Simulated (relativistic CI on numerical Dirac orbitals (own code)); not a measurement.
# Ni²¹⁺: computed level list

Method of calculation: Dirac-Coulomb-Breit CI, separate exchange-only KLI orbitals for each configuration, QED by a radiative potential, unscaled Slater integrals (own radial code, finite nucleus).

Configurations in the expansion (outside the closed core 1s2): 2s²2p³, 2s2p⁴, 2p⁵, 2p⁴3s, 2p⁴3p, 2p⁴3d, 2s²2p²3s, 2s²2p²3p, 2s²2p²3d, 2s2p³3s, 2s2p³3p, 2s2p³3d, 2s²2p²4s, 2s²2p²4p, 2s²2p²4d, 2s²2p²4f. Levels of other configurations are missing.

The lowest level is 2s²2p³ ⁴S°3/2, with 81 % of that term; Hund's rules for 2s²2p³ give ⁴S° with J = 3/2, in agreement.

```
No.  Configuration  Term    J  E (10³ cm⁻¹)    %  Landé g  Lifetime (s)
  1         2s²2p³   ⁴S°  3/2           0.0   81    1.847              
  2         2s²2p³   ²D°  3/2         160.4   70    1.048      2.47e-05
  3         2s²2p³   ²D°  5/2         213.0  100    1.196      1.83e-04
  4         2s²2p³   ²P°  1/2         305.1   99    0.660      1.19e-05
  5         2s²2p³   ²P°  3/2         402.4   67    1.228      5.05e-06
  6      2s2p⁴(3P)    ⁴P  5/2         849.2   96    1.580      6.46e-11
  7      2s2p⁴(3P)    ⁴P  3/2         944.0   97    1.707      4.38e-11
  8      2s2p⁴(3P)    ⁴P  1/2         969.4   92    2.611      3.84e-11
  9      2s2p⁴(1D)    ²D  3/2        1185.8   90    0.861      1.75e-11
 10      2s2p⁴(1D)    ²D  5/2        1212.3   96    1.212      2.31e-11
 11      2s2p⁴(1S)    ²S  1/2        1356.2   66    1.663      9.77e-12
 12      2s2p⁴(3P)    ²P  3/2        1413.9   91    1.288      6.36e-12
 13      2s2p⁴(3P)    ²P  1/2        1550.1   72    1.049      6.87e-12
 14            2p⁵   ²P°  3/2        2212.7   98    1.330      8.16e-12
 15            2p⁵   ²P°  1/2        2363.0   98    0.660      7.30e-12
 16      2p²(3P)3s    ⁴P  1/2        8520.6   72    2.284      4.16e-13
 17      2p²(3P)3s    ⁴P  3/2        8621.2   92    1.703      5.07e-13
 18      2p²(3P)3s    ²P  1/2        8654.6   79    1.063      2.08e-13
 19      2p²(3P)3s    ⁴P  5/2        8673.5   72    1.492      4.53e-13
 20      2p²(3P)3s    ²P  3/2        8706.3   59    1.135      2.15e-13
 21      2p²(3P)3p   ⁴D°  1/2        8743.7   51    0.710      3.10e-11
 22      2p²(3P)3p   ⁴D°  3/2        8804.4   52    1.336      1.78e-11
 23      2p²(3P)3p   ²S°  1/2        8841.7   39    1.480      3.40e-11
 24      2p²(1D)3s    ²D  5/2        8843.8   72    1.302      3.23e-13
 25      2p²(1D)3s    ²D  3/2        8858.5   60    1.017      2.46e-13
 26      2p²(3P)3p   ⁴D°  3/2        8872.0   37    1.235      1.79e-11
 27      2p²(3P)3p   ⁴D°  5/2        8892.2   84    1.369      4.80e-11
 28      2p²(3P)3p   ⁴P°  1/2        8907.7   59    2.159      1.48e-11
 29      2p²(3P)3p   ²D°  5/2        8909.6   43    1.340      1.64e-11
 30      2p²(3P)3p   ²D°  3/2        8929.1   58    1.189      8.81e-12
```

Energies count from the lowest computed level; ° marks odd parity; lifetimes are radiative, by E1, M1, E2, M2 decay to levels of this space only. Percentages are summed over parent terms; the parents shown are those of the largest component, closed shells are left out there.

The mean weight of the leading LS term, summed over parents, in these 30 levels is 75 %, and that of the leading jj configuration (from the same eigenvectors) 81 %.

At this charge energies of transitions that change n are usually good to better than 1 %, and those within a shell (Δn = 0) to a few per cent.

LS names give the leading component of a level, which can be under half, so a name can repeat, a term be missing and a line seem to break the LS rules.
